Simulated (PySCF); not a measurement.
**Broadened absorption spectrum of C2H7BN2**

Species: C2H7BN2.
Numbering: `[CH3:1][NH2+:2][BH2-:3][C:4]#[N:5]` (hydrogens: H6, H7, H8 on C1; H9, H10 on N2; H11, H12 on B3)

Structure used (PBE0-D3(BJ)/def2-SVP), in Å, numbered top down from 1:
```
atom  x, y, z in Å
C1    -1.2757   -0.5881   -0.3097
N2    -0.4194    0.0994    0.6695
B3     0.8850    0.8390    0.0538
C4     1.7529   -0.3020   -0.6024
N5     2.3371   -1.1892   -1.0717
H6    -1.6349    0.1491   -1.0382
H7    -0.6670   -1.3312   -0.8407
H8    -2.1282   -1.0802    0.1792
H9    -0.1004   -0.5641    1.3793
H10   -0.9533    0.8111    1.1711
H11    1.4526    1.3726    0.9922
H12    0.4748    1.6400   -0.7699
```

Computed, not measured: TDDFT PBE0/def2-SVPD, vertical, gas phase, core orbitals frozen in the response in PySCF.

Computed states:

| state | E (eV) | f |
| --- | --- | --- |
| S1 | 6.39 | 0.0046 |
| S2 | 7.20 | 0.032 |
| S3 | 7.43 | 0.0066 |
| S4 | 7.73 | 0.0071 |
| S5 | 7.91 | 0.036 |
| S6 | 7.95 | 0.0081 |
| S7 | 8.06 | 0.020 |
| S8 | 8.11 | 0.0021 |
| S9 | 8.27 | 0.0063 |
| S10 | 8.52 | 0.027 |

Broadening: Gaussians 0.25 eV wide at half height, area fixed by f = 4.319×10⁻⁹ ∫ε dν̃. The width is an assumption, not a result. The curve ends short of the highest state used, and states not computed would add to its high-energy end.

Problem. Give the broadened spectrum and its maxima.

Solution. 
λ (nm), ε (L mol⁻¹ cm⁻¹) and a bar:
```
    156.6       5833 ##############################
    158.3       4137 #####################
    160.0       2139 ###########
    161.7        998 #####
    163.4        592 ###
    165.2        710 ####
    166.9       1099 ######
    168.6       1823 #########
    170.3       2910 ###############
    172.0       3491 ##################
    173.7       2813 ##############
    175.4       1501 ########
    177.1        538 ###
    178.8        132 #
    180.5         23 
    182.2          3 
    183.9          3 
    185.6         13 
    187.3         52 
    189.0        146 #
    190.7        297 ##
    192.4        444 ##
    194.1        495 ###
    195.8        419 ##
    197.5        273 #
    199.2        138 #
    200.9         55 
    202.6         18 
    204.3          5 
    206.0          1
```

Maxima: 194 nm (6.39 eV), ε about 500, made up of S1 (100%); 172 nm (7.21 eV), ε about 3500, made up of S2 (98%) (ε in L mol⁻¹ cm⁻¹; maxima over ε = 5, shares over 10%). At its high-energy end, 7.92 eV, the curve is still rising (ε about 5900, from S5, S6 and S7).

Problem. Does any computed singlet lie in the visible range?

Solution. No computed singlet lies in the visible range (380 to 750 nm); the lowest, at 194 nm, stands 3.13 eV above its violet end (3.26 eV).

Problem. On this curve, what absorbance would a 10⁻⁵ mol/L sample give at 193 nm over a 1 cm path?

Solution. 193 nm is 6.424 eV, where ε is about 480 L mol⁻¹ cm⁻¹, so A = ε c l ≈ 0.0048 (Beer–Lambert, with the gas-phase spectrum and the assumed width).

Problem. Coming from long wavelengths, where does ε first pass 100 L mol⁻¹ cm⁻¹?

Solution. At about 200 nm (6.20 eV), 0.19 eV below S1.

All these states lie below the vertical ionisation energy of 10.35 eV (ΔSCF).

One conformer stands for the species.
